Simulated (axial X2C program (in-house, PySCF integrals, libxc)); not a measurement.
**Which molecule has these constants?**

Computed with an in-house all-electron X2C program for linear molecules (integrals from PySCF), spin-free (one-electron X2C) or two-component (2c: spin–orbit coupling with atomic mean-field Coulomb and Gaunt terms, which also bring small scalar terms), in Dyall basis sets with cores contracted in-house; open shells are unrestricted.

A two-component PBE0 calculation in a Dyall 3-zeta basis gave Re = 1.946 Å, ωe = 657.9 cm⁻¹, De = 2.66 eV, Ω = 1.

Question: Which molecule is it?
A. TeO⁻
B. BTe⁻
C. LiTe⁻
D. TeN⁻
E. TeC⁻

Answer: D. The others have BTe⁻ 2.067 Å and 663.7 cm⁻¹ (Ω = 0); LiTe⁻ 2.390 Å and 497.2 cm⁻¹ (Ω = 0); TeC⁻ 1.998 Å and 679.7 cm⁻¹ (Ω = 1/2); TeO⁻ 1.885 Å and 702.1 cm⁻¹ (Ω = 3/2).

Each entry is the lowest single determinant of a limited PBE0 search at one distance. De goes to single-determinant-based atoms at the same level (for ions the charge split of lowest energy) and is withheld (n/a) where an atom does not fit its ground term or J level. Main or longest-lived isotopes. One determinant is a doubtful description, or other states lie close, for TeN⁻, TeC⁻; these need not be ground states, and all values refer to the states named. Some open-shell Ω = 0 determinants are out of reach, so the Ω given for TeN⁻ need not be the lowest component. With several unpaired electrons the Ω given is that of one determinant, not necessarily of the lowest component. Some light 2c atoms are not at their ground J level, so De misses part of their lowering (0.04 eV or less). The functionals have no current term, which raises determinants with orbital currents.
